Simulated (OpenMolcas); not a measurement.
## Nb3+: ligand-field states by method

Nb3+ with 4 ligands (chloride) in tetrahedral coordination (Td) at 2.35 Å. A charge of +0.25 e stands 2.6 Å behind each ligand. Ligand basis ANO-RCC-VDZP.

- Program: OpenMolcas
- Basis: ANO-RCC-VDZP [6s5p3d1f]
- Scalar Hamiltonian: DKH2, point nucleus
- Active space: 2 electrons in 5 orbitals (4d)
- State averaging: 2S+1 = 3 even, 10 roots; 2S+1 = 1 even, 15 roots
- Spin-orbit coupling: RASSI with atomic mean-field integrals over the reference wave functions

I. CASSCF
II. SS-CASPT2, IPEA 0.25 Eh, imaginary shift 0.1 Eh (closed shells correlated: 4s 4p and the ligand valence shells)

Spin-free states (labels of Td) in cm-1, each column counted from its own energy of the first state listed:

| State | Degeneracy | I | II |
| --- | --- | --- | --- |
| 3A2 | 1 | 0 | 0 |
| 3T2 | 3 | 8020 | 7510 |
| 1E | 2 | 9481 | 6670 |
| 3T1 | 3 | 12507 | 11560 |
| 1A1 | 1 | 15963 | 12420 |
| 1T2 | 3 | 17059 | 13730 |
| 1T1 | 3 | 18937 | 15530 |
| 3T1 | 3 | 19562 | 17980 |
| 1E | 2 | 24072 | 21740 |
| 1T2 | 3 | 26449 | 23370 |
| 1A1 | 1 | 39846 | 32340 |

From I to II, I's first state of the same spin (3T2) moves from 8020 to 7510 cm-1, by about -510 cm-1.

From I to II, I's first state of another spin (1E) moves from 9481 to 6670 cm-1, by about -2800 cm-1.

χT at 300 K: I 0.86, II 0.84 cm3 K/mol.

Roots that are degenerate in the reference are averaged as groups; the widest CASPT2 spread within a group is 560 cm-1 (the 3-fold group of multiplicity 1 near 13700 cm-1 above the lowest state of its run, II). Shifts and gaps below about the spread of the groups concerned are not significant. Over all roots computed the reference weight is 0.72 to 0.74 in II; a low but even weight reflects the number of correlated electrons. The least metal-like active orbital is 77 % on the metal (Löwdin) and no ligand orbital is active, so the numbers are rough. Ligand-to-metal charge-transfer states are missing. With no ligand orbital active B as a rule stays too high, so bands that hang on it stand too high and its fall with covalency is understated. Without dynamic correlation the repulsion within the d shell is too large (B by tens of per cent), so at a given field states of lower spin stand too high (holds for I). With metal d orbitals alone the field can be off either way by tens of per cent (holds for I). These CASPT2 states fit no ligand-field parameters well, so their order and spin gaps are uncertain (holds for II). With one d shell and no ligand orbital active, 10Dq can be off by a tenth or more (holds for II). No measured value stands beside these numbers; the geometry was imposed, not optimised, and the real ion may take another.
